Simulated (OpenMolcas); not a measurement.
Computed levels of 4s2 4p in ions with 31 electrons, in cm-1 above 2P* 1/2.

| Property | Result |
| --- | --- |
| Program | OpenMolcas |
| Method | SS-RASPT2, IPEA 0.25 Eh, imaginary shift 0.1 Eh |
| Basis | ANO-RCC-VTZP |
| Scalar Hamiltonian | DKH2, point nucleus |
| Spin-orbit coupling | state interaction with AMFI integrals over the reference wave functions, term energies averaged over their components |

Active space for each ion: 3 electrons in 9 orbitals (RAS2 4s 4p; RAS3 4d, at most 2 electrons); closed shells correlated by CASPT2: 3d.

```csv
Level,Ga,Ge+,As2+,Se3+,Kr5+
2P* 3/2,826,1610,2640,3920,7330
```

**Question.** Estimate 2P* 3/2 for Br4+ from its neighbours Se3+ and Kr5+.

**Answer.** 2P* 3/2 is fine structure, which grows about as the fourth power of a screened charge, so the fourth roots are averaged: ((3920^0.25 + 7330^0.25) / 2)^4 = 5426. The calculation gives 5520, so the estimate is off by -1.7 %; the measured value is 6090 (Moore, Atomic Energy Levels, vol. II, NSRDS-NBS 35 (1971 reprint of NBS Circular 467, 1952)).

CASPT2 breaks the degeneracy within a term, and the mean is taken; among the terms shown or strongly mixed into the levels shown the widest spread is 11 cm-1 (4s2 4p 2P*, Ga). Active for correlation alone: 4d; no level in the range computed is led by a configuration that fills it, so any true level of that kind is missing. Some high roots are left out of the spin-orbit mixing, which shifts the levels that they would mix with (holds for Ga; Ge+). Measured partners are found by configuration, term and J. A level has none where our copy of the source lacks it or the pairing is in doubt (some pairs that miss far off the trend of their configuration count as doubtful), and it then counts in no deviation. Levels of configurations outside the active space are missing.

* marks odd parity.
